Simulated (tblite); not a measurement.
C₃H₁₃NSSi₂.
Z-matrix (Å and degrees, GFN2-xTB geometry), rows numbered from 1:
```
C 
C   1  1.5229
Si  2  1.8978  1  112.47
C   3  1.8999  2  112.06  1   -60.20
S   3  2.1523  2  105.72  1   179.41
Si  5  2.1485  3  102.98  2   176.47
N   6  1.7102  5  102.77  3   158.80
H   1  1.0885  2  110.95  3  -178.81
H   1  1.0875  2  110.61  3   -58.71
H   1  1.0875  2  110.72  3    61.14
H   2  1.0906  1  109.31  3   121.75
H   2  1.0913  1  109.34  3  -122.37
H   3  1.4684  2  111.19  1    62.86
H   4  1.0856  3  111.16  2    61.06
H   4  1.0862  3  111.02  2  -179.06
H   4  1.0870  3  111.36  2   -59.22
H   6  1.4645  5  107.29  3   -77.77
H   6  1.4577  5  110.02  3    42.73
H   7  1.0056  6  120.57  5   169.25
H   7  1.0070  6  119.18  5    24.72
```

All values are computed: GFN2-xTB (tblite) harmonic vibrations without scaling, gas phase. The method is semi-empirical: single wavenumbers can be off by several per cent or more. Modes of hydrogen on silicon can be 10 to 20 % off. One conformer, not necessarily the lowest.

Harmonic wavenumbers (cm⁻¹): 27.8, 37.3, 51.2, 75.9, 112.6, 134.1, 162.3, 178.1, 181.7, 207.7, 247.4, 284.9, 424.9, 491.5, 501.6, 516.9, 576.9, 617.6, 639.7, 683.4, 697.3, 729.6, 775.5, 805.3, 815.5, 825.9, 833.0, 931.2, 979.2, 1020.7, 1080.5, 1233.9, 1288.6, 1367.9, 1419.3, 1476.6, 1479.3, 1484.0, 1496.6, 1513.0, 1515.7, 2204.0, 2223.0, 2295.1, 2972.9, 2989.6, 3018.0, 3029.4, 3030.7, 3037.0, 3038.8, 3044.3, 3477.4, 3521.5.

A = 3569, B = 637.4, C = 569.9 MHz; mass 151.031 u (most abundant isotopes); point group C1, symmetry number 1.

What is the zero-point energy?

Half the sum of the wavenumbers: 33902 cm⁻¹ = 96.93 kcal/mol.

Give the ideal-gas entropy at 298.15 K and 1 bar in the rigid-rotor, harmonic-oscillator model (classical rotation).

Translation 40.97, rotation 29.90, vibration 45.33: S = 116.2 cal/(mol K).

And Cp and H(298.15 K) − H(0)?

Cp = 46.98 cal/(mol K), of which vibrations give 39.03 (their classical limit is 54 R = 107.3); H(298.15 K) − H(0) = 8.88 kcal/mol without the zero-point energy, 6.51 from vibrations.

Blend soft modes into free rotors: weight 1/[1 + (100 cm⁻¹/ν̃)⁴] for the oscillator and the rest for a rotor with moment μB/(μ + B), μ = h/(8π²ν), B = 10⁻⁴⁴ kg m². What vibrational entropy results?

39.87 cal/(mol K) in place of 45.33, which changes −T·S at 298.15 K by +1.63 kcal/mol.

How do the functions run with temperature in this model?

| T (K) | S (cal/(mol K)) | Cp (cal/(mol K)) | H − H(0) (kcal/mol) | G − H(0) (kcal/mol) | ln q(vib) |
| --- | --- | --- | --- | --- | --- |
| 150 | 90.0 | 30.8 | 3.10 | -10.41 | 5.99 |
| 250 | 108.4 | 41.9 | 6.74 | -20.36 | 10.02 |
| 400 | 131.4 | 56.4 | 14.16 | -38.39 | 15.46 |
| 600 | 157.0 | 70.3 | 26.92 | -67.31 | 21.99 |
| 900 | 188.3 | 84.0 | 50.22 | -119.29 | 30.62 |

q(vib) and H(0) count from the zero-point level.

Which modes carry the vibrational entropy at 298.15 K?

27.8 cm⁻¹: 5.98; 37.3 cm⁻¹: 5.40; 51.2 cm⁻¹: 4.77; 75.9 cm⁻¹: 3.99; 112.6 cm⁻¹: 3.22; 134.1 cm⁻¹: 2.89 cal/(mol K); the other 48 give 19.08 together.

What must be added to the electronic energy to get the Gibbs energy at 298.15 K and 1 bar?

ZPE + [H(298.15 K) − H(0)] − T·S = 96.93 + 8.88 − 34.65 = 71.16 kcal/mol.

Hindered rotation and anharmonicity are outside this model. Other conformers, if any are populated, would add a mixing term that is left out. The structure is chiral; the term R ln 2 for an equal mix with its mirror image is left out.
